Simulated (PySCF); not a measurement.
## BP86 on As (arsenic, neutral)

Configuration: [Ar] 3d10 4s2 4p3, high-spin 4S determinant. All numbers are calculated (PySCF 2.14, the spin-free X2C one-electron Hamiltonian (Gaussian nucleus), in jorge-DZP-DKH (8s6p2d1f, 43 functions)).

- Total energy: -2260.897 hartree
- One-electron energy: -3145.975 hartree
- Hartree (Coulomb) energy: 969.763 hartree
- Exchange-correlation energy: -84.684 hartree
- ⟨S²⟩: 3.7502
- ⟨L²⟩: 0.000
- Sum of ⟨r⟩: 24.47 bohr
- Sum of ⟨r²⟩: 39.23 bohr²
- Langevin diamagnetic susceptibility: -31.1 ×10⁻⁶ cm³/mol
- Time after the integrals: 0.8 s of wall time on 1 thread of Neoverse-N1 (shared host)

| shell | electrons | mean orbital energy (eV) | rms radius, mean of both spins (bohr) |
| --- | --- | --- | --- |
| 1s α | 1 | -11709.8 | 0.0524 |
| 1s β | 1 | -11709.7 | 0.0524 |
| 2s α | 1 | -1485.4 | 0.220 |
| 2s β | 1 | -1485.3 | 0.220 |
| 2p α | 3 | -1303.0 | 0.196 |
| 2p β | 3 | -1302.9 | 0.196 |
| 3s α | 1 | -189.15 | 0.642 |
| 3s β | 1 | -189.00 | 0.642 |
| 3p α | 3 | -132.67 | 0.669 |
| 3p β | 3 | -132.49 | 0.669 |
| 3d α | 5 | -39.661 | 0.751 |
| 3d β | 5 | -39.404 | 0.751 |
| 4s α | 1 | -14.926 | 2.08 |
| 4s β | 1 | -12.764 | 2.08 |
| 4p α | 3 | -5.689 | 2.65 |

Densities and radii are taken from the X2C orbitals without a picture-change correction, which distorts them close to the nucleus.
